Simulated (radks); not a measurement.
Values are calculated unless marked as measured or tabulated.
Spherical quantum dot in the effective-mass picture: electrons in a hard-walled sphere of radius 2.11, all in effective atomic units (hartree* = m*/eps^2 hartree, bohr* = eps/m* bohr), one dielectric constant everywhere. Level of theory: non-relativistic Kohn-Sham, PBE, spin-polarised, spherical densities (a radial shooting solver with Libxc functionals). Levels are named by radial order and angular momentum (1s, 1p, 1d, 2s, ...), and open shells are averaged over m.

N = 3, configuration 1s2 1p(up 1, down 0). This is the lowest configuration that the search found. Occupied and some empty levels:

level,occupation,eigenvalue (hartree*),<r> (bohr*)
1s up,1,2.8311,1.119
1s down,1,2.9171,1.109
1p up,1,3.8565,1.281
1p down,0,3.9631,1.278
1d up,0,5.2430,1.384
1d down,0,5.3562,1.384
2s up,0,6.2230,1.030
2s down,0,6.2641,1.035
1f up,0,6.9490,1.459
1f down,0,7.0627,1.460

Energy (hartree*): total 6.57875, kinetic 4.5366, external 0, Hartree 3.4393, exchange-correlation -1.3972.

Electron density:

r (bohr*),n(r) (e/bohr*^3)
0.155,0.2403
0.313,0.2425
0.471,0.2440
0.630,0.2421
0.788,0.2336
0.947,0.2159
1.10,0.1878
1.26,0.1506
1.42,0.1078
1.58,0.06619
1.74,0.03228
1.90,0.01004
2.06,0.0006103
